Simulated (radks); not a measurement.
Values are calculated unless marked as measured or tabulated.
Question: These are the eigenvalues of the occupied orbitals of an atom or ion with whole-number occupations (eV). Code: a radial shooting solver on a logarithmic mesh with Libxc functionals. Model: Dirac Kohn-Sham, LDA (Slater exchange, Perdew-Wang correlation), spin-unpolarised, spherical densities, finite nucleus; Fermi nuclear charge, rms radius of each element as measured or else 0.836 A^(1/3) + 0.57 fm.

| orbital | eigenvalue |
|---|---|
| 1s1/2 | -15937.04 |
| 2s1/2 | -2184.514 |
| 2p1/2 | -1992.479 |
| 2p3/2 | -1924.190 |
| 3s1/2 | -362.8340 |
| 3p1/2 | -293.0485 |
| 3p3/2 | -282.5459 |
| 3d3/2 | -159.5256 |
| 3d5/2 | -157.6888 |
| 4s1/2 | -69.1158 |
| 4p1/2 | -51.1740 |
| 4p3/2 | -49.8606 |

Which element is it, and in what charge state? The configuration may be excited. Open shells, if any, fill j = l - 1/2 first.

Answer: Z = 38, strontium, charge +3: Sr3+ in [Ar] 3d10 4s2 4p5. The list shows which subshells hold electrons but not how many an open one holds; the 1s level, -585.68 hartree, gives Z - s = 34.2 by -(Z - s)^2/2, which with screening and relativity narrows Z to a few neighbours, and the depths of the outer levels then fix element, charge and occupations together.
